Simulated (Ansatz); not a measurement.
`[OH][GeH2][OH]` + H₂ → `[OH][GeH3]` + H₂O  (hydrogenolysis of a Ge–O bond)

Gas-phase electronic energies from Ansatz, PBE0-D4/def2-TZVP geometries. CBS: MP2 limit from def2 TZ/QZ plus the TZ coupled-cluster correction, frozen cores. This one scheme is used for every species. DFT in def2-TZVPP. B3LYP here is the variant with VWN-RPA as its local correlation; programs differ in this. HSE06 is defined as in plane-wave codes. For Ge outer-core shells are correlated without core-valence functions, which leaves a few kJ/mol of doubt a bond. Scalar relativity is left out up to krypton. Each species was taken in one conformer, which may not be the lowest.

`[OH][GeH2][OH]`:

Z-matrix (Å, degrees):
```
Ge
O 1 1.773
O 1 1.776 2 110.8
H 1 1.525 2 104.9 3 114.7
H 1 1.543 2 109.7 3 -119.9
H 2 0.959 1 113.6 3 70.1
H 3 0.959 1 113.3 2 -91.5
```

H₂:

Cartesian coordinates in Å:
```
H -0.259 0.154 0.219
H 0.259 -0.154 -0.219
```

`[OH][GeH3]`:

```xyz
6

O    -0.942    0.504    0.861
Ge    0.306   -0.285   -0.139
H    -1.285    1.305    0.459
H     0.712   -1.520    0.669
H     1.496    0.671   -0.344
H    -0.287   -0.675   -1.507
```

H₂O:

Z-matrix (Å, degrees):
```
O
H 1 0.960
H 1 0.960 2 105.1
```

| level | ΔE (kJ/mol) | difference from CCSD(T)/CBS |
| --- | --- | --- |
| LDA (SPW92) | 17.1 | -2.8 |
| PBE-D4 | 19.6 | -0.3 |
| revPBE-D4 | 22.4 | 2.5 |
| BLYP-D4 | 25.5 | 5.6 |
| r2SCAN-D4 | 25.4 | 5.5 |
| B97M-V | 18.6 | -1.3 |
| PBE0-D4 | 15.3 | -4.6 |
| B3LYP-D4 | 21.1 | 1.2 |
| r2SCANh-D4 | 23.3 | 3.4 |
| r2SCAN0-D4 | 20.4 | 0.5 |
| BHLYP-D4 | 18.8 | -1.1 |
| CAM-B3LYP-D4 | 20.6 | 0.7 |
| ωB97X-V | 22.1 | 2.2 |
| ωB97M-V | 21.0 | 1.1 |
| B2PLYP | 22.4 | 2.5 |
| PBE-QIDH | 18.9 | -1.0 |
| PBE | 17.1 | -2.8 |
| revPBE | 15.9 | -4.0 |
| BLYP | 20.2 | 0.3 |
| r2SCAN | 24.8 | 4.9 |
| PBE0 | 13.2 | -6.7 |
| B3LYP | 17.2 | -2.7 |
| r2SCAN0 | 19.7 | -0.2 |
| HSE06 | 13.4 | -6.5 |
| BHLYP | 15.6 | -4.3 |
| CAM-B3LYP | 18.4 | -1.5 |
| LC-ωPBE | 15.5 | -4.4 |
| RPA@PBE/def2-TZVPP | 21.1 | 1.2 |
| HF/def2-SVP | 5.2 | -14.7 |
| MP2/def2-SVP | 26.2 | 6.3 |
| CCSD/def2-SVP | 15.9 | -4.0 |
| CCSD(T)/def2-SVP | 19.0 | -0.9 |
| HF/def2-TZVPP | 13.3 | -6.6 |
| SCS-MP2/def2-TZVPP | 26.3 | 6.4 |
| CCSD/def2-TZVPP | 18.5 | -1.4 |
| CCSD(T)/def2-TZVPP | 22.0 | 2.1 |
| HF/def2-QZVPP | 13.1 | -6.8 |
| MP2/def2-QZVPP | 26.6 | 6.7 |
| SCS-MP2/def2-QZVPP | 25.1 | 5.2 |
| MP2/CBS(def2) | 25.7 | 5.8 |
| CCSD(T)/CBS | 19.9 | 0 |

Largest T1 diagnostic among the species: 0.012.

From r2SCAN to r2SCAN0 (25 % exact exchange), in def2-TZVPP and without D4, ΔE moves by −5.1 kJ/mol. The D4 term adds +4.0 kJ/mol with B3LYP and +2.1 kJ/mol with PBE0; it sums over pairs of atoms, weighted by their polarisabilities, and B3LYP, whose exchange is more repulsive, gets the larger term.
